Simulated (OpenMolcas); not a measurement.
**Os5+ in a point-charge field**

Os5+ among 4 point charges of -1 e arranged as a tetrahedron (Td), 2.19 Å from the ion.
```
   1.2644    1.2644    1.2644  -1.00
   1.2644   -1.2644   -1.2644  -1.00
  -1.2644    1.2644   -1.2644  -1.00
  -1.2644   -1.2644    1.2644  -1.00
```

| Quantity | Value |
| --- | --- |
| Program | OpenMolcas |
| Method | SS-CASPT2, IPEA 0.25 Eh, imaginary shift 0.1 Eh (closed shells correlated: 4f 5s 5p) |
| Basis | ANO-RCC-VDZP [7s6p4d2f1g] |
| Scalar Hamiltonian | DKH2, point nucleus |
| Active space | 3 electrons in 5 orbitals (5d) |
| State averaging | 2S+1 = 4 even, 10 roots; 2S+1 = 2 even, 40 roots |
| Spin-orbit coupling | RASSI with atomic mean-field integrals over the reference wave functions |

The lowest spin-free states (labels of Td), above the lowest:

```json
{"State": "4T1", "Degeneracy": "3", "E (cm-1)": "0", "Free-ion L (%)": "F (100)"}
{"State": "4T2", "Degeneracy": "3", "E (cm-1)": "870", "Free-ion L (%)": "F (100)"}
{"State": "4A2", "Degeneracy": "1", "E (cm-1)": "2560", "Free-ion L (%)": "F (100)"}
{"State": "4T1", "Degeneracy": "3", "E (cm-1)": "12630", "Free-ion L (%)": "P (100)"}
{"State": "2E", "Degeneracy": "2", "E (cm-1)": "13930", "Free-ion L (%)": "G (89)"}
{"State": "2T2", "Degeneracy": "3", "E (cm-1)": "13970", "Free-ion L (%)": "G (99)"}
{"State": "2T1", "Degeneracy": "3", "E (cm-1)": "14210", "Free-ion L (%)": "G (95)"}
{"State": "2A1", "Degeneracy": "1", "E (cm-1)": "14460", "Free-ion L (%)": "G (100)"}
{"State": "2T1", "Degeneracy": "3", "E (cm-1)": "17380", "Free-ion L (%)": "P (65)"}
{"State": "2T1", "Degeneracy": "3", "E (cm-1)": "18890", "Free-ion L (%)": "H (97)"}
{"State": "2T2", "Degeneracy": "3", "E (cm-1)": "18970", "Free-ion L (%)": "H (91)"}
{"State": "2E", "Degeneracy": "2", "E (cm-1)": "19190", "Free-ion L (%)": "H (91)"}
{"State": "2E", "Degeneracy": "2", "E (cm-1)": "19660", "Free-ion L (%)": "D (96)"}
{"State": "2T1", "Degeneracy": "3", "E (cm-1)": "19700", "Free-ion L (%)": "H (63)"}
{"State": "2T2", "Degeneracy": "3", "E (cm-1)": "19960", "Free-ion L (%)": "D (91)"}
{"State": "2T1", "Degeneracy": "3", "E (cm-1)": "30360", "Free-ion L (%)": "F (100)"}
{"State": "2T2", "Degeneracy": "3", "E (cm-1)": "30520", "Free-ion L (%)": "F (100)"}
{"State": "2A2", "Degeneracy": "1", "E (cm-1)": "30690", "Free-ion L (%)": "F (100)"}
{"State": "2T2", "Degeneracy": "3", "E (cm-1)": "48270", "Free-ion L (%)": "D (100)"}
{"State": "2E", "Degeneracy": "2", "E (cm-1)": "48490", "Free-ion L (%)": "D (100)"}
```

The lowest levels with spin-orbit coupling:

| E (cm-1) | Degeneracy | Label | 2S+1 | g |
| --- | --- | --- | --- | --- |
| 0 | 4 | Γ8 | 4 (82 %) |  |
| 6900 | 2 | Γ7 | 4 | 1.85 1.85 1.85 |
| 7440 | 4 | Γ8 | 4 |  |
| 12720 | 2 | Γ7 | 4 (83 %) | 3.66 3.66 3.66 |
| 12930 | 2 | Γ6 | 4 (84 %) | 2.64 2.64 2.64 |
| 12960 | 4 | Γ8 | 4 (84 %) |  |
| 15850 | 4 | Γ8 | 4 (55 %) |  |
| 15990 | 2 | Γ6 | 4 (55 %) | 4.30 4.30 4.30 |
| 16640 | 4 | Γ8 | 4 (57 %) |  |
| 16930 | 4 | Γ8 | 4 (53 %) |  |
| 18760 | 2 | Γ6 | 4 (72 %) | 2.12 2.12 2.12 |
| 25310 | 2 | Γ7 | 2 (84 %) | 2.86 2.86 2.86 |
| 25540 | 4 | Γ8 | 2 (79 %) |  |
| 25690 | 2 | Γ6 | 2 (82 %) | 1.82 1.82 1.82 |
| 26520 | 2 | Γ6 | 2 (67 %) | 3.55 3.55 3.55 |
| 26710 | 4 | Γ8 | 2 (65 %) |  |
| 27220 | 4 | Γ8 | 4 (82 %) |  |
| 27230 | 2 | Γ7 | 4 | 2.58 2.58 2.58 |
| 27380 | 4 | Γ8 | 2 (62 %) |  |
| 31090 | 4 | Γ8 | 2 (54 %) |  |

Electric-dipole absorption from the lowest level at this geometry, strongest bands:

```json
{"E (cm-1)": "6900", "λ (nm)": "1450", "Label": "Γ7", "f": "2.38e-06"}
{"E (cm-1)": "7440", "λ (nm)": "1340", "Label": "Γ8", "f": "2.14e-06"}
{"E (cm-1)": "12720", "λ (nm)": "786", "Label": "Γ7", "f": "1.42e-06"}
{"E (cm-1)": "12930", "λ (nm)": "773", "Label": "Γ6", "f": "1.08e-06"}
{"E (cm-1)": "12960", "λ (nm)": "772", "Label": "Γ8", "f": "8.13e-06"}
{"E (cm-1)": "16640", "λ (nm)": "601", "Label": "Γ8", "f": "3.60e-06"}
{"E (cm-1)": "16930", "λ (nm)": "591", "Label": "Γ8", "f": "3.02e-06"}
{"E (cm-1)": "18760", "λ (nm)": "533", "Label": "Γ6", "f": "1.69e-06"}
{"E (cm-1)": "27220", "λ (nm)": "367", "Label": "Γ8", "f": "2.86e-06"}
{"E (cm-1)": "27230", "λ (nm)": "367", "Label": "Γ7", "f": "3.81e-06"}
```

Powder χT (cm3 K/mol): 0.112 at 2 K, 0.112 at 10 K, 0.114 at 50 K, 0.117 at 100 K, 0.122 at 200 K, 0.128 at 300 K. The effective moment at 300 K is 2.828 √(χT) = 1.01 μB.

Roots that are degenerate in the reference are averaged as groups; the widest CASPT2 spread within a group is 170 cm-1 (the 3-fold group of multiplicity 4 near 873 cm-1 above the lowest state of its run). Shifts and gaps below about the spread of the groups concerned are not significant. Spin-orbit coupling mixes the spin-free states strongly: the lowest level takes only 40 % from its leading state, 4T1. Point charges give a weaker field than real ligands, and real ions of this kind are as a rule low spin; the high spin found here belongs to the model. The ground term spreads over less than 5000 cm-1, several times less than with real ligands, so orbital moments are less quenched and χT lies further from the spin-only value than at real sites. Free-ion shares, where given, are those of the reference states; single-state CASPT2 does not remix them. Point charges carry no covalency, so the field is a model and not that of real ligands. No measured value stands beside these numbers.
